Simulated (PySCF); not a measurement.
**Germanium: a sound run and one with changed settings**

Sound run: Ge⁺ [Ar] 3d10 4s2 4p1, Ge²⁺ [Ar] 3d10 4s2. All numbers are calculated (PySCF 2.14, scalar relativity by spin-free X2C-1e, in cc-pVTZ-DK). In the sound run the correlated levels freeze [Ar] 3d10. The sound run starts from symmetry-adapted Hartree-Fock orbitals and uses a fine grid where one is needed.

Changed run: initial guess 1e, at most 50 SCF cycles.

| species | method | sound run (hartree) | changed run (hartree) | converged |
| --- | --- | --- | --- | --- |
| Ge⁺ | UHF | -2096.77952 | -2096.77952 | yes |
| Ge⁺ | TPSS | -2098.40151 | -2098.40151 | yes |
| Ge⁺ | CCSD(T) | -2096.83101 | -2096.83101 | yes |
| Ge²⁺ | PBE | -2097.56503 | -2097.56503 | yes |
| Ge²⁺ | MP2 | -2096.24766 | -2096.24766 | yes |

Here the plain start reaches the same solutions.
